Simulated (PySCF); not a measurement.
PBE on Ni⁻ (nickel, charge -1), [Ar] 3d9 4s2, 2D determinant. Computed with PySCF 2.14 in aug-cc-pVTZ (8s7p5d3f2g, 93 functions), with the non-relativistic Hamiltonian (point nucleus).

```
cycle= 1 E= -1507.84064989247  delta_E= 0.229  |g|= 1.13  |ddm|= 3.95
cycle= 2 E= -1506.53387709276  delta_E= 1.31  |g|= 3.05  |ddm|= 4.18
cycle= 3 E= -1508.01036771793  delta_E= -1.48  |g|= 0.624  |ddm|= 1.21
cycle= 4 E= -1508.09723942334  delta_E= -0.0869  |g|= 0.246  |ddm|= 1.22
cycle= 5 E= -1508.11619243012  delta_E= -0.019  |g|= 0.0317  |ddm|= 0.911
cycle= 6 E= -1508.11666567314  delta_E= -0.000473  |g|= 0.0087  |ddm|= 0.126
cycle= 7 E= -1508.11670657382  delta_E= -4.09e-05  |g|= 0.00156  |ddm|= 0.0316
cycle= 8 E= -1508.11670732334  delta_E= -7.5e-07  |g|= 0.000181  |ddm|= 0.00308
cycle= 9 E= -1508.11670733117  delta_E= -7.84e-09  |g|= 7.97e-06  |ddm|= 0.00044
cycle= 10 E= -1508.11670733118  delta_E= -4.55e-12  |g|= 1.08e-05  |ddm|= 5.52e-05
converged SCF energy = -1508.11670733118  <S^2> = 0.7556026  2S+1 = 2.0055948
```

Highest occupied orbital energy: 2.101 eV; ⟨L²⟩ = 6.03; populations by l: s 8.00, p 12.00, d 9.00, f 0.00.

Can this result be used?

With care. The calculation finished and met its thresholds. At PBE the highest occupied level has a positive energy, so only the finite basis holds that electron; in a semilocal or global hybrid functional this comes from self-interaction and does not mean that the real anion is unbound.
